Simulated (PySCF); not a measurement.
# Functional dependence of a UV spectrum

Selenophene, C4H4Se.
SMILES: `c1cc[se]c1`

Linear-response calculations in the def2-SVPD basis (PySCF; singlets by full response, triplets Tamm–Dancoff, core orbitals frozen in the response; HF means time-dependent Hartree–Fock). 'Strongest' is the level of largest summed f among the singlets computed (10 roots, of which the last may lack a degenerate partner); it can jump between rows when another state enters that window. S1 is the lowest singlet of each run and needn't be the same state throughout; f(S1) is that of one state. Geometry: PBE0-D3(BJ)/def2-SVP; no solvent, vibrations or thermal averaging. The LDA/def2-SVPD calculation is non-relativistic and has no spin–orbit coupling, an omission that weighs most on selenium.

| functional | kind | S1 (eV) | f(S1) | strongest (eV) | T1 (eV) | HOMO (eV) | gap (eV) | ionisation energy, ΔSCF (eV) |
| --- | --- | --- | --- | --- | --- | --- | --- | --- |
| LDA | LDA | 5.23 | 0.003 | 5.26 | 3.87 | -6.07 | 4.37 | 9.14 |
| PBE | GGA | 5.18 | 0.003 | 5.25 | 3.69 | -5.88 | 4.38 | 8.86 |
| B3LYP | global hybrid, 20% exact exchange | 5.37 | 0.000 | 5.39 | 3.63 | -6.68 | 5.84 | 8.86 |
| PBE0 | global hybrid, 25% exact exchange | 5.48 | 0.114 | 5.48 | 3.60 | -6.92 | 6.26 | 8.87 |
| BHandHLYP | global hybrid, 50% exact exchange | 5.54 | 0.000 | 5.64 | 3.49 | -7.75 | 8.06 | 8.68 |
| CAM-B3LYP | range-separated hybrid | 5.47 | 0.000 | 5.49 | 3.61 | -8.14 | 8.55 | 8.91 |
| wB97X-D | range-separated hybrid | 5.49 | 0.124 | 5.49 | 3.70 | -8.71 | 9.77 | 9.01 |
| LC-wPBE | range-separated hybrid | 5.59 | 0.136 | 5.59 | 3.54 | -9.41 | 10.82 | 9.01 |
| HF | Hartree–Fock | 5.59 | 0.059 | 6.07 | 3.01 | -9.00 | 10.91 | not settled |

S1 runs from 5.18 eV (PBE) to 5.59 eV (HF), a spread of 0.41 eV, while the orbital gap spreads over 6.5 eV. Along PBE (0%), B3LYP (20%), PBE0 (25%), BHandHLYP (50%), HF (100%) S1 rises with the share of exact exchange. −ε(HOMO) comes closest to its own ΔSCF ionisation energy with wB97X-D (-0.30 eV) and misses most with LDA (-3.07 eV). 'Not settled' means that the ion's SCF failed to converge or may have ended in another state than the lowest.
